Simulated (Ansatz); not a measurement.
Conformers of Ge$_{2}$H$_{8}$N$_{2}$O (`[NH2][GeH2][O][GeH2][NH2]`), each relaxed with PBE0-D4/def2-TZVP in Ansatz. CBS adds the triple-zeta coupled-cluster correction to the MP2 limit.

Outer-core shells of Ge are correlated without core-valence functions. Scalar relativity is left out up to krypton. Spin–orbit coupling is left out.

Not all of them had a frequency check.

Conformer A:

Cartesian coordinates in Å:
```
N 0.825 0.666 -1.467
Ge -0.843 -0.118 -1.453
O -0.853 -1.292 -0.131
Ge 0.017 -1.015 1.392
N 0.097 0.793 1.670
H 0.811 1.666 -1.609
H 1.491 0.252 -2.103
H -1.884 0.988 -1.224
H -1.116 -0.955 -2.715
H -0.829 -1.634 2.517
H 1.396 -1.690 1.255
H -0.006 1.095 2.627
H 0.894 1.242 1.241
```

Conformer B:

Z-matrix (Å, degrees):
```
Ge
O 1 1.763
N 1 1.843 2 107.1
H 1 1.540 2 110.9 3 115.6
H 1 1.539 2 105.5 3 -122.2
Ge 2 1.788 1 124.4 3 -23.9
H 3 1.010 1 114.5 2 147.9
H 3 1.010 1 115.5 2 -84.8
N 6 1.825 2 114.0 1 -40.5
H 6 1.536 2 107.8 1 79.3
H 6 1.534 2 104.7 1 -159.3
H 9 1.011 6 112.8 2 60.2
H 9 1.010 6 115.5 2 -67.2
```

Problem. Which is lowest in electronic energy at CCSD(T)/CBS (frozen core, def2 sets), and by how much? (Best estimate.)

Solution. Computed: B; A lies 1.6 kJ/mol higher. Gaps under about 2 kJ/mol don't settle the order.

Problem. Give the energies relative to B (kJ/mol) with r2SCAN-D4/def2-TZVPP, B3LYP-D4/def2-TZVPP, B3LYP/def2-TZVPP, HF/def2-TZVPP, SCS-MP2/def2-TZVPP, HF/def2-QZVPP, MP2/def2-QZVPP. (Best estimate.)

Solution. Computed: 
```json
{"level": "r2SCAN-D4/def2-TZVPP", "A": "2.3"}
{"level": "B3LYP-D4/def2-TZVPP", "A": "2.4"}
{"level": "B3LYP/def2-TZVPP", "A": "3.3"}
{"level": "HF/def2-TZVPP", "A": "2.1"}
{"level": "SCS-MP2/def2-TZVPP", "A": "2.3"}
{"level": "HF/def2-QZVPP", "A": "2.0"}
{"level": "MP2/def2-QZVPP", "A": "2.0"}
```

B3LYP here is the variant with VWN-RPA as its local correlation; programs differ in this.
